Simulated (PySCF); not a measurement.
C₅H₇F, SMILES C#CC[C@@H](C)F. Atoms are numbered in the order given.

```xyz
13

C      2.2958     0.6202     0.7627
C      1.4589    -0.1030     0.2709
C      0.4435    -0.9718    -0.3087
C     -0.9521    -0.3527    -0.3681
C     -1.4830     0.1159     0.9645
F     -0.9179     0.7159    -1.2388
H      3.0428     1.2625     1.1909
H      0.7400    -1.2481    -1.3341
H      0.3881    -1.9114     0.2671
H     -1.6328    -1.1058    -0.8053
H     -1.5745    -0.7271     1.6654
H     -0.8060     0.8639     1.4024
H     -2.4750     0.5709     0.8345
```

Geometry optimised at PBE0-D3(BJ)/def2-SVP. The structure was generated by enumeration; whether it is a known compound was not checked. The values are those of a single conformer.

These are PySCF with PBE/def2-TZVP values and carry that method's errors.

The total energy comes out as -294.27108 hartree and the highest occupied level is -6.56 eV. The lowest empty level is -0.27 eV and the orbital gap is 6.29 eV. The dipole moment is 1.81 D, the quadrupole, principal values (traceless, Buckingham form, about the centre of nuclear charge) comes out as -6.32, -0.56, 6.88 D·Å and the mean static polarisability comes out as 59.7 bohr³ (8.85 Å³). The polarisability, principal values comes out as 48.3, 54.1, 76.7 bohr³.
